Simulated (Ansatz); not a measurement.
Stepwise reaction of `[CH3][GeH]([F])[F]` with ammonia, as a gas-phase model of exchange steps in deposition or etching. ΔE in kJ/mol.

Gas-phase electronic energies from Ansatz, PBE0-D4/def2-TZVP geometries. CCSD(T)/CBS adds triple-zeta CCSD(T) − MP2 to the extrapolated MP2 energy (def2 sets, frozen cores). This one scheme is used for every species. DFT in def2-TZVPP. B3LYP here is the variant with VWN-RPA as its local correlation; programs differ in this. For Ge outer-core shells are correlated without core-valence functions, which leaves a few kJ/mol of doubt a bond. Scalar relativity is left out up to krypton. Each species was taken in one conformer, which may not be the lowest.

| step | reaction | PBE-D4 | B3LYP-D4 | ωB97M-V | CCSD(T)/CBS |
| --- | --- | --- | --- | --- | --- |
| 1 | `[CH3][GeH]([F])[F]` + NH₃ → `[CH3][GeH]([NH2])[F]` + H–F | 54.6 | 58.2 | 56.6 | 48.9 |

Give the row of step 2, `[CH3][GeH]([NH2])[F]` + NH₃ → `[CH3][GeH]([NH2])[NH2]` + H–F. (Estimate.)

Computed: 
| step | reaction | PBE-D4 | B3LYP-D4 | ωB97M-V | CCSD(T)/CBS |
| --- | --- | --- | --- | --- | --- |
| 2 | `[CH3][GeH]([NH2])[F]` + NH₃ → `[CH3][GeH]([NH2])[NH2]` + H–F | 75.8 | 79.9 | 78.7 | 69.9 |

By hand: ΔE of the 2 steps together at CCSD(T)/CBS.

(48.9) + (69.9) = 118.8 kJ/mol, or 59.4 kJ/mol a step.

In ΔE each step is higher than the one before. All are uphill at CCSD(T)/CBS. PBE-D4 differs from CCSD(T)/CBS by 5.7 to 5.9 kJ/mol a step. Isolated molecules leave out the surface, adducts and barriers. Largest T1 diagnostic: 0.012.
